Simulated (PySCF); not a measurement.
Compound: C2H4F2O4Si.
SMILES with atom numbers: `[O:1]=[CH:2][O:3][Si:4]([OH:5])([OH:6])[CH:7]([F:8])[F:9]` (hydrogens: H10 on C2; H11 on O5; H12 on O6; H13 on C7)

Structure used (GFN2-xTB), in Å, numbered top down from 1:
```
atom  x, y, z in Å
O1     1.922   -0.830   -1.372
C2     2.220   -0.345   -0.326
O3     1.390    0.240    0.518
Si4   -0.211    0.602    0.296
O5    -0.275    1.813   -0.754
O6    -0.786    1.062    1.726
C7    -1.150   -0.960   -0.363
F8    -1.347   -1.867    0.643
F9    -2.400   -0.630   -0.803
H10    3.243   -0.337    0.084
H11   -1.086    2.274   -0.958
H12   -0.868    0.474    2.474
H13   -0.657   -1.496   -1.184
```

IAO charges (e) from the PBE0/pcSseg-1 density (PySCF), one withheld:

```tsv
atom	bonded to	charge
O1	C2	-0.4335
C2	O1 O3 H10	+0.4224
O3	C2 Si4	-0.5907
Si4	O3 O5 O6 C7	+1.5929
O5	Si4 H11	?
O6	Si4 H12	-0.7853
C7	Si4 F8 F9 H13	+0.1228
F8	C7	-0.3113
F9	C7	-0.3068
H10	C2	+0.1324
H11	O5	+0.3875
H12	O6	+0.3860
H13	C7	+0.1634
```

What is the charge on O5?

The charges add up to the total charge, 0. The others sum to +0.7798, which leaves -0.7798 e for O5 (silanol oxygen).

Add each hydrogen's charge to the atom that carries it.

C2 +0.5548, O5 -0.3923, O6 -0.3993, C7 +0.2862. Atoms without hydrogen keep their charges.

Across which bond do the charges differ most?

Si4–O6: +1.5929 on Si4 against -0.7853 on O6, a difference of 2.3782 e. The lower charge is on the more electronegative element of the two (Pauling values: O 3.44, Si 1.90).

Take the bonds between elements whose Pauling electronegativities differ by more than 0.25. In how many does the more electronegative atom carry the lower charge?

In 11 of 12; it doesn't in C2–H10.

How much positive and how much negative charge does this set hold in all?

+3.2074 e on 7 atoms and -3.2074 e on 6.

The IAO scheme counts the electrons in orthogonalised intrinsic atomic orbitals, a minimal basis polarised so that it spans the occupied orbitals exactly. One conformer (not necessarily the lowest) at the GFN2-xTB geometry, without solvent, vibrations or thermal averaging.
